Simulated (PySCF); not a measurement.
Level of theory: PBE-D3(BJ)/def2-TZVP // PBE0-D4/def2-TZVP in PySCF. Isolated molecules, 0 K electronic values unless said otherwise. Excitations are Tamm–Dancoff values on a coarser integration grid. The basis has no diffuse functions, so Rydberg states are missing or too high.

Reference species (SMILES): `[SiH2](Cl)C#C` (neutral, multiplicity 1).

```yaml
HOMO: -7.31 eV
HOMO–LUMO gap: 5.58 eV
S1 excitation (TDA): 5.64 eV
```

After one change: the HOMO decreases by 0.34 eV; the HOMO–LUMO gap rises by 1.11 eV; the S1 excitation (TDA) increases by 1.17 eV.

Problem. What was changed between the two runs? The new species is one of these.
A. `CS[SiH2]Cl` (C–S–Si–Cl torsion 64°)
B. `Cl[SiH2]C1CC1` (Cl–Si–C–C torsion 83°)
C. `B[SiH2]Cl`
D. `[SiH3]Cl`

Solution. D, `[SiH3]Cl`
